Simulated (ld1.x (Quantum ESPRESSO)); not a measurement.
# u(r) = r·R(r): atom against pseudo-atom (C)

Columns: radius, all-electron u(r) and pseudo u(r) of the 2p shell (level -5.83 eV) of carbon in the configuration [He] 2s1 2p3; LDA (PZ), scalar-relativistic, TM scheme, ld1.x (Quantum ESPRESSO) 7.5.

```tsv
r (bohr)	all-electron	pseudo
0.143	0.0875	0.0256
0.285	0.2427	0.0980
0.428	0.3936	0.2082
0.570	0.5150	0.3394
0.713	0.6045	0.4753
0.855	0.6634	0.5969
0.998	0.6972	0.6920
1.140	0.7104	0.7520
1.283	0.7081	0.7769
1.425	0.6945	0.7712
1.568	0.6726	0.7429
1.710	0.6455	0.7013
1.853	0.6146	0.6535
1.995	0.5819	0.6057
2.138	0.5481	0.5605
2.280	0.5144	0.5197
2.423	0.4810	0.4826
2.565	0.4487	0.4490
2.708	0.4173	0.4173
2.850	0.3875	0.3875
2.992	0.3592	0.3592
3.135	0.3322	0.3322
3.278	0.3068	0.3068
3.420	0.2831	0.2831
3.563	0.2608	0.2608
3.705	0.2402	0.2402
```

Question: How many radial nodes do the two functions have?

Answer: The all-electron 2p function has n − l − 1 = 0; the pseudo-wave has 0.

Question: At about which radius was the pseudo-wave matched?

Answer: 2.85 bohr. The columns agree to 0.0005 from 2.56 bohr on; several derivatives are matched, so the curves merge somewhat inside the radius.

Question: Is the pseudo-wave norm-conserving?

Answer: Yes: the TM scheme keeps the norm inside the radius equal to the all-electron one, which fixes the energy derivative of the logarithmic derivative at the level.
